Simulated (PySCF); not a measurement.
# C₆ coefficients of unlike pairs at UHF

Calculated with PySCF 2.14 from the dipole response of each species, C₆(A,B) = (3/π) ∫ α_A(iu) α_B(iu) du, in atomic units, from isotropic polarisabilities. For ions this is the dispersion term alone; charge-induced terms of lower order in 1/R come first.

```json
{"species": "F⁺", "configuration": "[He] 2s2 2p4 (3P)", "basis": "aug-cc-pVQZ (6s5p4d3f2g)", "relativity": "none", "α (bohr³)": "1.724", "C₆ (like pair)": "3.142"}
{"species": "Si", "configuration": "[Ne] 3s2 3p2 (3P)", "basis": "aug-cc-pwCVTZ (8s7p5d3f)", "relativity": "none", "α (bohr³)": "38.54", "C₆ (like pair)": "318.4"}
{"species": "He", "configuration": "1s2 (1S)", "basis": "def2-QZVPPD (4s4p2d1f)", "relativity": "none", "α (bohr³)": "1.318", "C₆ (like pair)": "1.369"}
{"species": "Hf³⁺", "configuration": "[Xe] 4f14 5d1 (2D)", "basis": "x2c-TZVPPall with one added diffuse shell each of s, p, d, f type (12s8p8d4f1g)", "relativity": "spin-free X2C", "α (bohr³)": "6.374", "C₆ (like pair)": "27.79"}
```

(1) Estimate C₆ for Hf³⁺ with He.

No spin-orbit coupling is included.

The other pairs:

```csv
pair,C₆
"Hf³⁺, F⁺",9.257
"Hf³⁺, Si",79.02
"He, F⁺",2.046
"Si, F⁺",24.12
"He, Si",17.43
```

Results:

(1) The integral gives 6.153. The combination rule 2 C_A C_B / (C_A α_B/α_A + C_B α_A/α_B) gives 6.154 and the geometric mean 6.169.
